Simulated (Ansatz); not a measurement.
Input file for CH5BF2Si, SMILES `CB[SiH](F)F`:

```yaml
crystal:
  periodic: [false, false, false]
  atoms:
    - {symbol: C, position_ang: [-1.254905, -0.836523, 0.438021]}
    - {symbol: B, position_ang: [-0.043674, 0.076183, 0.733518]}
    - {symbol: Si, position_ang: [1.286010, 0.639622, -0.678416]}
    - {symbol: F, position_ang: [0.961888, -0.039890, -2.087975]}
    - {symbol: F, position_ang: [1.177498, 2.217255, -0.908145]}
    - {symbol: H, position_ang: [-2.046554, -0.098353, 0.204689]}
    - {symbol: H, position_ang: [-1.175143, -1.473522, -0.443905]}
    - {symbol: H, position_ang: [-1.629884, -1.402060, 1.293358]}
    - {symbol: H, position_ang: [0.098898, 0.532594, 1.834241]}
    - {symbol: H, position_ang: [2.708966, 0.333591, -0.382486]}
basis:
  gaussian: {orbitals: def2-TZVPP}
correlation: {method: ccsd_t}
```

```sh
$ ansatz run in.yaml --threads 4 --pin off --events-out ev --progress --plain --max-ram 10444MiB
```

The program prints (abridged):

```
Functional definition: HF
1414 factors; integrals over basis functions are off by at most 9.0e-4 eV
mean field evaluation 1: about -15058.0311 eV, gradient 4.3e1 eV
mean field evaluation 2: about -15058.2185 eV, gradient 4.3e1 eV
mean field evaluation 4: about -15062.0396 eV, gradient 3.7e0 eV
mean field evaluation 8: about -15062.1044 eV, gradient 2.2e-1 eV
mean field evaluation 16: about -15062.1047 eV, gradient 1.8e-6 eV
mean field -15062.10469865 eV, -553.5221382143 hartree, gradient 1.8e-6 eV, S^2 0.000000; 0 other end points of the search recorded, 0 dependent functions left out
9 core orbitals not correlated: weight in the atoms' cores, before any rotation towards them, 1.000 or more for the frozen orbitals, at most 0.000 for the correlated occupied ones
reference -15062.10469865 eV, -553.5221382143 hartree; 15, 15 occupied and 212, 212 virtual orbitals, 1414 factors
second order -24.16348364 eV of doubles, -0.00000000 eV of singles
cycle   1  -24.55408645 eV  change   -3.9e-1 eV  update   1.0e-1
cycle   2  -25.08005026 eV  change   -5.3e-1 eV  update   3.0e-2
cycle   3  -25.20704992 eV  change   -1.3e-1 eV  update   1.6e-2
cycle   4  -25.19421396 eV  change    1.3e-2 eV  update   3.2e-3
cycle   5  -25.19190883 eV  change    2.3e-3 eV  update   1.4e-3
cycle   6  -25.19259065 eV  change   -6.8e-4 eV  update   4.4e-4
cycle   7  -25.19243560 eV  change    1.6e-4 eV  update   1.7e-4
cycle   8  -25.19231956 eV  change    1.2e-4 eV  update   5.6e-5
cycle   9  -25.19232758 eV  change   -8.0e-6 eV  update   2.3e-5
perturbative correction -0.78255980 eV, -0.0287585422 hartree
Total energy: -15088.07958603 eV, -554.4766977190 hartree
```

Hardware: 4 threads of an Arm Neoverse V1 on a shared host. Wall time 110 s, peak host memory 4.5 GiB.

The correlation energy is -25.975 eV, 3.0 % of it from (T); the T1 diagnostic reads 0.0117.
